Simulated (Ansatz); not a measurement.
C2H7FInN, SMILES `[CH3][In]([NH2])[CH2]F`, relaxed with RKS PBE-D4/def2-SVP in Ansatz from a rough embedded geometry. The force threshold is 0.03 eV/Å; the program also tests the step.

Charge 0, multiplicity 1. In takes the def2 core potential.

Start:

```xyz
12

C    -0.297   -0.523    1.589
In    0.573    0.353    0.387
N     1.324   -0.606   -0.380
C    -0.697    0.725   -1.430
F    -0.865    1.995   -0.892
H    -0.551    0.600    1.868
H    -1.253   -0.994    1.338
H     0.163   -0.958    2.468
H     1.587   -1.497   -0.863
H     2.246   -0.050   -0.393
H    -1.722    0.180   -1.221
H    -0.508    0.777   -2.471
```

```csv
step,energy (eV),largest force (eV/Å),largest move (Å)
1,-11538.3041,40.610,0.000
2,-11548.6873,10.350,0.197
3,-11552.1181,3.590,0.194
4,-11553.8077,1.502,0.195
5,-11554.8592,1.164,0.195
6,-11555.3509,1.024,0.192
7,-11555.5881,0.659,0.200
8,-11555.7103,0.493,0.200
9,-11555.8221,0.536,0.200
10,-11555.8999,0.322,0.200
11,-11555.9438,0.142,0.200
12,-11555.9489,0.092,0.128
13 (rejected),-11555.9402,0.661,0.169
14,-11555.9548,0.064,0.080
15,-11555.9562,0.078,0.057
16,-11555.9574,0.145,0.074
17,-11555.9587,0.117,0.040
18,-11555.9602,0.082,0.082
19,-11555.9603,0.145,0.087
20,-11555.9616,0.090,0.041
21,-11555.9625,0.029,0.035
22,-11555.9628,0.029,0.040
23 (rejected),-11555.9626,0.137,0.090
24,-11555.9632,0.024,0.044
25,-11555.9632,0.074,0.059
26,-11555.9635,0.025,0.003
```

End:

```xyz
12

C    -0.477   -0.416    2.044
In    0.095   -0.073   -0.027
N     1.870   -0.920   -0.606
C    -0.897    1.159   -1.571
F    -1.984    1.843   -1.034
H    -0.621    0.553    2.560
H    -1.433   -0.975    2.077
H     0.305   -0.999    2.567
H     2.356   -1.618   -0.037
H     2.205   -0.959   -1.571
H    -1.247    0.512   -2.408
H    -0.172    1.893   -1.994
```

Run time 120 s (4 threads of an AMD EPYC on a shared host); peak host memory 0.18 GiB.
